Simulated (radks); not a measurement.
Problem. Cd IV, configuration [Kr] 4d9 (the NIST ground configuration). Method: scalar-relativistic Kohn-Sham, BLYP, spin-polarised, spherical densities, finite nucleus; open shells are filled with parallel spins first (spin-orbit coupling, left out, can overturn this in heavy ions); Fermi nuclear charge, rms radius 4.6087 fm; computed with a radial shooting solver on a logarithmic mesh with Libxc functionals. Some entries of the table are withheld. Estimate them.

| orbital | occ. | eigenvalue (eV) | <r> (bohr) | r(max) (bohr) |
|---|---|---|---|---|
| 1s up | 1 | -26564.92 | 0.03040 | 0.01968 |
| 1s down | 1 | -26564.92 | 0.03040 | 0.01968 |
| 2s up | 1 | -3974.804 | 0.1317 | 0.1112 |
| 2s down | 1 | -3974.584 | 0.1317 | 0.1112 |
| 2p up | 3 | -3570.727 | 0.1148 | 0.08897 |
| 2p down | 3 | -3570.559 | 0.1148 | 0.08897 |
| 3s up | 1 | -769.8443 | 0.3584 | 0.3239 |
| 3s down | 1 | -769.7344 | 0.3584 | 0.3239 |
| 3p up | 3 | -637.3187 | 0.3572 | 0.3171 |
| 3p down | 3 | -637.1933 | 0.3571 | 0.3171 |
| 3d up | 5 | (1) | 0.3347 | 0.2656 |
| 3d down | 5 | (2) | 0.3347 | 0.2657 |
| 4s up | 1 | -141.6787 | (3) | 0.7943 |
| 4s down | 1 | -140.8569 | (4) | 0.7939 |
| 4p up | 3 | -102.5065 | 0.9518 | 0.8432 |
| 4p down | 3 | -101.6706 | 0.9519 | 0.8428 |
| 4d up | 5 | -46.0714 | 1.198 | 0.9673 |
| 4d down | 4 | -45.2858 | 1.203 | 0.9674 |

Solution. 
(1) 3d up eigenvalue (eV): -429.8068
(2) 3d down eigenvalue (eV): -429.6119
(3) 4s up <r> (bohr): 0.8753
(4) 4s down <r> (bohr): 0.8751
